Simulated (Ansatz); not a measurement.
Si2F3. The state is a doublet with charge 0. Geometry PBE-D4/def2-SVPD, that of the charge -1 singlet; atoms count from 1.

```xyz
5

Si    0.463    0.359   -0.134
Si   -1.118   -0.459    1.259
F     1.016    0.160   -1.733
F    -1.901   -1.628    0.222
F     1.540    1.568    0.387
```

The structure comes from a short search, and lower isomers may exist.

Estimate the Mulliken populations from the PBE0/def2-TZVPD orbitals of Ansatz.


| atom | charge (e) | spin (α − β) |
| --- | --- | --- |
| Si1 | 0.77 | 0.54 |
| Si2 | 0.20 | 0.43 |
| F3 | -0.33 | 0.02 |
| F4 | -0.34 | 0.01 |
| F5 | -0.30 | 0.01 |
Mulliken values depend strongly on the basis. With diffuse functions, as here, like atoms can get unlike values, and bond orders can come out too low or too high.

Where does the spin sit?

Summed by element: Si 0.97, F 0.03, of 1 unpaired in all. Largest on single atoms: Si1 0.54, Si2 0.43, F3 0.02.

And the Mayer bond orders between heavy atoms (over 0.3)?

Si1–Si2 1.22 (2.26 Å); Si1–F3 0.99 (1.70 Å); Si1–F5 1.00 (1.70 Å); Si2–F4 0.92 (1.75 Å).
